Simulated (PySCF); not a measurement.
# Orbital picture of AlTl⁺

r²SCANh at R = 3.477 Å; Al cc-pV(D+d)Z, Tl cc-pVDZ-PP with ECP60; scalar-relativistic core potentials (PySCF 2.14). State: ²Σ⁺ (doublet), unpaired electrons σ ↑. Only the outer orbitals are listed, counted within each symmetry, core potentials removing the inner ones.

```tsv
spin	orbital	occ.	ε (eV)	on Al (%)	main shells (%)
α	1δ	1	-22.29	0	100 Tl d
α	1δ	1	-22.29	0	100 Tl d
α	3π	1	-22.16	0	100 Tl d
α	3π	1	-22.16	0	100 Tl d
α	6σ	1	-22.13	0	100 Tl d
α	7σ	1	-15.61	10	89 Tl s
α	8σ	1	-13.23	88	88 Al s, 8 Tl s
α	9σ	1	-8.97	60	57 Al p, 38 Tl p
α	4π	0	-7.19	61	61 Al p, 38 Tl p
α	4π	0	-7.19	61	61 Al p, 38 Tl p
α	5π	0	-6.07	39	60 Tl p, 39 Al p
β	1δ	1	-22.28	0	100 Tl d
β	1δ	1	-22.28	0	100 Tl d
β	3π	1	-22.11	0	100 Tl d
β	3π	1	-22.11	0	100 Tl d
β	6σ	1	-22.05	0	100 Tl d
β	7σ	1	-15.16	6	93 Tl s
β	8σ	1	-12.68	93	93 Al s
β	4π	0	-6.99	65	65 Al p, 34 Tl p
β	4π	0	-6.99	65	65 Al p, 34 Tl p
β	9σ	0	-6.82	50	48 Tl p, 47 Al p
```

Task: Which are the highest filled and the lowest empty level, where do they sit, and how wide is the gap?

Result: Highest filled α 9σ at -8.97 eV (in %: 57 Al p, 38 Tl p); lowest empty α 4π at -7.19 eV (in %: 61 Al p, 38 Tl p); the gap at r²SCANh is 1.78 eV.

| Quantity | Value |
| --- | --- |
| bond order (Mayer) | 0.52 |
| ⟨S²⟩ | 0.765 |
| charge on Al (Mulliken, basis-dependent) | 0.42 |
| charge on Al (Löwdin, basis-dependent) | 0.46 |
| dipole moment (positive dipole points towards Tl; it is taken about the centre of mass and depends on that origin) | -5.25 D |

These are scalar-relativistic numbers at best; spin–orbit coupling would shift them, the dissociation energy most. The state was picked by a PBE0 search and need not be the measured ground state.
